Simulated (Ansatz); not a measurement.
`[F][Ti]([F])([F])[SH]` and `[F][Ti]([F])([SH])[Cl]` differ in one atom or group.

Ansatz, PBE0-D4/def2-TZVP geometries, multiplicity 1. Each molecule was computed in one conformer, which needn't be the lowest.

Scalar relativity is left out up to krypton.

```tsv
property	`[F][Ti]([F])([F])[SH]`
HOMO energy (PBE0/def2-TZVPP) / eV	-8.42
zero-point energy (PBE0-D4/def2-TZVP) / kJ/mol	42.0
size of the dipole moment (PBE/def2-TZVPP) / D	0.88
ideal-gas entropy at 298 K and 1 bar (rigid rotor, harmonic PBE0-D4/def2-TZVP) / J/(mol·K)	358
HOMO–LUMO gap (ωB97M-V/def2-TZVPP) / eV	9.70
HOMO energy (ωB97M-V/def2-TZVPP) / eV	-10.56
```

What does the change do to each property? (Estimate.)

Ansatz gave: 
| property | `[F][Ti]([F])([SH])[Cl]` | shift |
| --- | --- | --- |
| HOMO energy (PBE0/def2-TZVPP) / eV | -8.41 | 0.01 |
| zero-point energy (PBE0-D4/def2-TZVP) / kJ/mol | 39.9 | -2.1 |
| size of the dipole moment (PBE/def2-TZVPP) / D | 1.02 | 0.14 |
| ideal-gas entropy at 298 K and 1 bar (rigid rotor, harmonic PBE0-D4/def2-TZVP) / J/(mol·K) | 367 | 9 |
| HOMO–LUMO gap (ωB97M-V/def2-TZVPP) / eV | 9.43 | -0.27 |
| HOMO energy (ωB97M-V/def2-TZVPP) / eV | -10.52 | 0.04 |

Dipoles are sizes alone; their direction can turn.
